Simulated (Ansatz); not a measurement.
Ansatz (an electronic-structure program) input (MP2/3-21G): The .json file is the Basis Set Exchange's 3-21G.

Ansatz 0.2 input:
```yaml
crystal:
  periodic: [false, false, false]
  atoms:
    - {symbol: P, position_ang: [-0.09000600, -0.00215100, 0.07867500]}
    - {symbol: H, position_ang: [-0.13338900, 0.02755500, -1.33512400]}
    - {symbol: H, position_ang: [1.30565800, 0.00045900, 0.31042700]}
    - {symbol: H, position_ang: [0.07975200, 1.70229300, -0.04171300]}
    - {symbol: H, position_ang: [0.09806700, -1.69804400, -0.11372100]}
basis:
  gaussian:
    orbitals: 3-21G.json
total_charge: -1
magnetization: {spin_polarized: false}
correlation: {method: mp2, electrons: outside_noble_gas}
```

Output:

```
Functional definition: HF
integrals: 0.00 GiB planned
213 factors; integrals over basis functions are off by at most 4.5e-4 eV
mean field: 0.04 GiB planned
mean field evaluation 1: about -9282.4068 eV, gradient 1.3e1 eV
mean field evaluation 2: about -9282.4098 eV, gradient 1.3e1 eV
mean field evaluation 4: about -9283.0776 eV, gradient 7.3e-1 eV
mean field evaluation 8: about -9283.0811 eV, gradient 3.0e-5 eV
mean field -9283.08110463 eV, -341.1469382969 hartree, gradient 1.0e-6 eV, S^2 0.000000; 0 other end points of the search recorded, 0 dependent functions left out
5 core orbitals not correlated
reference -9283.08110463 eV, -341.1469382969 hartree; 5, 5 occupied and 11, 11 virtual orbitals, 213 factors
second order -2.13236190 eV of doubles, -0.00000000 eV of singles
Total energy: -9285.21346654 eV, -341.2253011515 hartree
```

The dipole moment of an ion depends on the origin.

The geometry given is a B3LYP-D3(BJ)/def2-TZVP minimum.
